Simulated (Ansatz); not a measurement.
Reaction (formal hydrolysis of the Sc–F bond): `[F][Sc]([F])[Cl]` + H₂O → `[OH][Sc]([F])[Cl]` + H–F

Program: Ansatz. Geometries: PBE0-D4/def2-TZVP. ΔE: electronic, gas phase. CBS: MP2 limit from def2 TZ/QZ plus the TZ coupled-cluster correction, frozen cores. This one scheme is used for every species. DFT in def2-TZVPP. For Sc outer-core shells are correlated without core-valence functions, which leaves a few kJ/mol of doubt a bond. Scalar relativity is left out up to krypton. Each species was taken in one conformer, which may not be the lowest.

| level | ΔE (kJ/mol) |
| --- | --- |
| B97M-V | 54.7 |
| revPBE | 56.3 |
| CCSD(T)/def2-TZVPP | 43.7 |
| CCSD/CBS(def2) | 41.9 |

(1) What does CCSD(T)/CBS give? (An estimate is asked.)

Largest T1 diagnostic among the species: 0.016.

## Answers

(1) Computed: +41.6 kJ/mol. The listed levels differ from it by 13.1, 14.7, 2.1, 0.3 kJ/mol.

From r2SCAN to r2SCAN0 (25 % exact exchange), in def2-TZVPP and without D4, ΔE moves by −3.8 kJ/mol. In def2-TZVPP, CCSD(T) changes the Hartree–Fock value by −5.3 kJ/mol (the triples alone add −0.3 kJ/mol) and MP2 by −8.1 kJ/mol.
